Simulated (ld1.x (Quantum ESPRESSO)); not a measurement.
# Reading a pseudo-wave (Te (Z = 52))

Columns: radius, all-electron u(r) and pseudo u(r) of the 5p shell (level -6.12 eV) of tellurium in the configuration [Kr] 4d10 5s2 5p4; LDA (PZ), scalar-relativistic, TM scheme, ld1.x (Quantum ESPRESSO) 7.5.

```json
{"r (bohr)": "0.110", "all-electron": "0.0390", "pseudo": "-0.0026"}
{"r (bohr)": "0.220", "all-electron": "-0.1996", "pseudo": "-0.0104"}
{"r (bohr)": "0.330", "all-electron": "-0.0863", "pseudo": "-0.0236"}
{"r (bohr)": "0.440", "all-electron": "0.1357", "pseudo": "-0.0424"}
{"r (bohr)": "0.550", "all-electron": "0.2817", "pseudo": "-0.0672"}
{"r (bohr)": "0.660", "all-electron": "0.3131", "pseudo": "-0.0984"}
{"r (bohr)": "0.770", "all-electron": "0.2547", "pseudo": "-0.1364"}
{"r (bohr)": "0.880", "all-electron": "0.1438", "pseudo": "-0.1812"}
{"r (bohr)": "0.990", "all-electron": "0.0110", "pseudo": "-0.2327"}
{"r (bohr)": "1.100", "all-electron": "-0.1237", "pseudo": "-0.2900"}
{"r (bohr)": "1.210", "all-electron": "-0.2487", "pseudo": "-0.3516"}
{"r (bohr)": "1.320", "all-electron": "-0.3581", "pseudo": "-0.4149"}
{"r (bohr)": "1.430", "all-electron": "-0.4498", "pseudo": "-0.4770"}
{"r (bohr)": "1.540", "all-electron": "-0.5237", "pseudo": "-0.5344"}
{"r (bohr)": "1.650", "all-electron": "-0.5810", "pseudo": "-0.5840"}
{"r (bohr)": "1.760", "all-electron": "-0.6233", "pseudo": "-0.6236"}
{"r (bohr)": "1.870", "all-electron": "-0.6525", "pseudo": "-0.6524"}
{"r (bohr)": "1.980", "all-electron": "-0.6706", "pseudo": "-0.6705"}
{"r (bohr)": "2.090", "all-electron": "-0.6792", "pseudo": "-0.6792"}
{"r (bohr)": "2.200", "all-electron": "-0.6801", "pseudo": "-0.6801"}
{"r (bohr)": "2.310", "all-electron": "-0.6746", "pseudo": "-0.6746"}
{"r (bohr)": "2.420", "all-electron": "-0.6640", "pseudo": "-0.6640"}
{"r (bohr)": "2.530", "all-electron": "-0.6494", "pseudo": "-0.6494"}
{"r (bohr)": "2.640", "all-electron": "-0.6316", "pseudo": "-0.6316"}
{"r (bohr)": "2.750", "all-electron": "-0.6115", "pseudo": "-0.6115"}
{"r (bohr)": "2.860", "all-electron": "-0.5897", "pseudo": "-0.5897"}
```

Q: How many radial nodes do the two functions have?

A: The all-electron 5p function has n − l − 1 = 3; the pseudo-wave has 0, since the states of the same l below it are removed with the core.

Q: At about which radius was the pseudo-wave matched?

A: 2.20 bohr. The columns agree to 0.0005 from 1.76 bohr on; several derivatives are matched, so the curves merge somewhat inside the radius.

Q: Where does each function peak?

A: Outermost all-electron maximum near 2.20 bohr, pseudo maximum near 2.20 bohr (to the table’s step).

Q: Is the pseudo-wave norm-conserving?

A: Yes: the TM scheme keeps the norm inside the radius equal to the all-electron one, which fixes the energy derivative of the logarithmic derivative at the level.
